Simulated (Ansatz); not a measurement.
`CO[SiH](C)C` + H₂ → `C[SiH2]C` + CH₃OH at 298.15 K and 1 bar (hydrogenolysis of the Si–O bond).

Calculated with Ansatz (gas phase, PBE0-D4/def2-TZVP geometries, no zero-point term in ΔE). CBS: MP2 limit from def2 TZ/QZ plus the TZ coupled-cluster correction, frozen cores. This one scheme is used for every species. One conformer a species, not always the lowest.

```tsv
species	CCSD(T)/CBS energy (Eh)	H − E (kJ/mol)	S (J/(mol·K))
`CO[SiH](C)C`	-484.48883	352.3	373.8
H₂	-1.17544	35.1	130.4
`C[SiH2]C`	-370.01595	253.8	297.2
CH₃OH	-115.61712	146.3	238.2
```

H − E and S are ideal-gas, rigid-rotor, harmonic terms from PBE0-D4/def2-TZVP, for one conformer and one mirror image of each species. The MP2-based limit puts H₂ 0.8 mEh under its directly extrapolated value; such offsets cancel only in part. 1 Eh = 2625.50 kJ/mol, R = 8.31446 J/(mol·K).

Q: By hand: ΔE, ΔH, ΔS and ΔG.

A: ΔE = (-370.01595) + (-115.61712) − (-484.48883) − (-1.17544) = 0.03120 Eh = 81.9 kJ/mol. Δ(H − E) = 253.8 + 146.3 − 352.3 − 35.1 = 12.7, so ΔH = 94.6 kJ/mol. ΔS = 297.2 + 238.2 − 373.8 − 130.4 = 31.2 J/(mol·K). ΔG = 94.6 − 298.15 × (31.2)/1000 = 85.3 kJ/mol.

Q: By hand: the equilibrium constant, and the temperature at which ΔG would vanish if ΔH and ΔS stayed fixed.

A: log₁₀ K = −ΔG/(RT ln 10) = -14.9. ΔG = 0 at ΔH/ΔS = 3032 K, far beyond where these terms or the molecules hold.

ΔH outweighs TΔS. A doubt of 5 kJ/mol in ΔE shifts log₁₀ K by 0.9 here. Other conformers and mirror images would add mixing entropy, several J/(mol·K) or more a flexible species. These are equilibria of isolated gas molecules and say nothing of rates. Largest T1 diagnostic: 0.010 (customary marks: 0.02 for closed shells, 0.045 for open ones).
